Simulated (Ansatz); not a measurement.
C2H6Se2⁻, that is Me2Se2 with one electron more. The state is a doublet with charge -1. Geometry r2SCAN-D4/def2-SVP, that of the neutral singlet.

| atom | x (Å) | y (Å) | z (Å) |
| --- | --- | --- | --- |
| C1 | 1.209 | -1.596 | -0.310 |
| Se2 | 1.327 | -0.215 | 1.078 |
| Se3 | -0.925 | 0.240 | 1.434 |
| C4 | -1.250 | 1.593 | 0.052 |
| H5 | 0.775 | -1.186 | -1.232 |
| H6 | 0.614 | -2.444 | 0.054 |
| H7 | 2.242 | -1.922 | -0.504 |
| H8 | -0.579 | 2.449 | 0.200 |
| H9 | -2.296 | 1.913 | 0.179 |
| H10 | -1.117 | 1.166 | -0.951 |

At PBE-D4/def2-TZVPD, r2SCAN-D4/def2-TZVPD, PBE0-D4/def2-TZVPD the highest occupied level of the charge -1 doublet lies above zero (up to 1.88 eV). By energy differences it is unbound by 0.25 eV (vertical, to the charge 0 singlet, at r2SCAN-D4/def2-TZVPD) and held by the finite basis.

Q: Estimate the α-spin orbital energies around the gap (eV) in Ansatz with PBE-D4/def2-TZVPD, r2SCAN-D4/def2-TZVPD, PBE0-D4/def2-TZVPD.

A: 
```tsv
orbital	PBE-D4/def2-TZVPD	r2SCAN-D4/def2-TZVPD	PBE0-D4/def2-TZVPD
HOMO−5	-5.01	-5.21	-6.18
HOMO−4	-4.30	-4.46	-5.39
HOMO−3	-3.20	-3.34	-4.23
HOMO−2	-1.29	-1.37	-2.25
HOMO−1	-1.18	-1.26	-2.13
HOMO	1.84	1.88	1.54
LUMO	2.41	2.69	2.88
LUMO+1	2.58	2.90	3.14
LUMO+2	2.68	3.13	3.23
LUMO+3	2.79	3.16	3.30
LUMO+4	3.26	3.63	3.75
LUMO+5	3.30	3.63	3.75
β HOMO	-1.09	-1.14	-2.00
β LUMO	2.35	2.67	3.02
```
